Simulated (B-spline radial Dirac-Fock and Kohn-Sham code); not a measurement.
# Relativistic shifts of the levels of Xe²²⁺

System: Xe²²⁺, [Ar] 3d10 4s2 4p2.

Both columns are ΔSCF binding energies of the configuration average from a radial atomic solver: non-relativistic Hartree-Fock with a point nucleus, and Dirac-Fock with a finite nucleus and the Coulomb interaction alone, averaged over the two j levels with weights 2j+1.

```tsv
shell	Hartree-Fock (eV)	Dirac-Fock (eV)	shift (eV)	shift (%)
1s	33930.9	35370.5	+1439.54	+4.24
2s	5780.7	6141.6	+360.91	+6.24
2p	5465.3	5575.4	+110.04	+2.01
3s	1702.1	1784.7	+82.59	+4.85
3p	1567.5	1595.8	+28.34	+1.81
3d	1323.8	1316.8	-6.96	-0.53
4s	729.0	752.8	+23.86	+3.27
4p	681.3	690.0	+8.71	+1.28
```

Relativity binds 1s, 2s, 2p, 3s, 3p, 4s, 4p more strongly, among those listed most of all 2s in relative terms, and 3d more weakly, because the contracted s and p shells screen the nucleus better.

Values without a named source are computed, but for edge energies of neutral atoms, which are taken from tables.
